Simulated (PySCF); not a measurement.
SMILES [SiH3]O[SiH2][SiH3] (GFN2-xTB optimised geometry):

```
12

Si     2.358    -1.047    -0.075
O      0.775    -0.738     0.000
Si    -0.850    -0.738     0.000
Si    -1.502     1.469     0.000
H      2.547    -2.305    -0.795
H      2.940     0.087    -0.789
H      2.824    -1.138     1.307
H     -1.236    -1.523     1.181
H     -1.244    -1.521    -1.180
H     -1.295     2.154     1.283
H     -0.831     2.305    -1.004
H     -2.940     1.575    -0.282
```

Calculation: PBE0/def2-TZVP (PySCF).

Question: What are the frontier orbital energies and the dipole moment?

Answer: HOMO-2 -9.47 eV, HOMO-1 -8.56 eV, HOMO -8.07 eV, LUMO -0.61 eV, LUMO+1 0.09 eV; dipole moment 0.25 D.

Meta-Löwdin charges at PBE0/def2-TZVP: Si1 0.77, O2 -0.85, Si3 0.67, Si4 0.18, H5 -0.12, H6 -0.12, H7 -0.12, H8 -0.11, H9 -0.11, H10 -0.07, H11 -0.07, H12 -0.08.
